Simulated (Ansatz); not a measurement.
Relaxation of CH₄SeZn (7 atoms, charge 0, multiplicity 1), to a largest force component of 0.02 eV/Å in at most 50 steps.

The calculation used Ansatz, UHF/def2-SVP.

```xyz
7
Properties=species:S:1:pos:R:3
Zn -1.354 0.534 -0.284
C 0.019 -0.464 0.483
Se 1.544 0.685 0.251
H -1.615 0.561 -0.767
H -0.161 -0.637 1.546
H 2.361 0.731 1.544
H 1.421 0.672 -1.257
```

Problem. Where does it end, and by what steps?

Solution. The run converged. The force dipped under the threshold on the way, but the program's further checks kept it going. After 31 steps the energy has fallen by 53.367 eV; H7 moved furthest, 2.48 Å. The start is strongly strained (largest force component 239 eV/Å), so its close contacts needn't be bonds. Parted: Se3–H7 (1.51 → 4.77 Å).

```
step  energy less start (eV)  largest force component (eV/Å)  accepted
   0                  0.0000                         239.455       yes
   2                -47.0313                          21.637       yes
   4                -51.8907                           2.975       yes
   6                -52.4361                           1.465       yes
   8                -52.5772                           0.515       yes
  10                -52.6833                           0.208       yes
  12                -52.7105                           0.243       yes
  14                -52.8759                           0.658       yes
  16                -53.0413                           1.407       yes
  18                -53.2761                           0.208       yes
  20                -53.3407                           0.208       yes
  22                -53.3591                           0.358       yes
  24                -53.3652                           0.028       yes
  26                -53.3662                           0.068       yes
  28                -53.3667                           0.016       yes
  30                -53.3671                           0.009       yes
  31                -53.3671                           0.006       yes
```

```xyz
7
Properties=species:S:1:pos:R:3
Zn -1.235 0.259 -0.203
C 0.143 -0.078 1.166
Se 1.937 0.504 1.033
H -2.353 0.516 -1.276
H -0.050 -0.623 2.086
H 2.443 -0.001 2.301
H 1.331 1.505 -3.590
```

Whether the end is a true minimum wasn't checked by a vibrational analysis.

Time of the run: 2.5 min on 2 threads of Intel(R) Xeon(R) Platinum 8259CL CPU @ 2.50GHz (Skylake/Cascade Lake), on a shared host, peak memory 0.4 GiB.
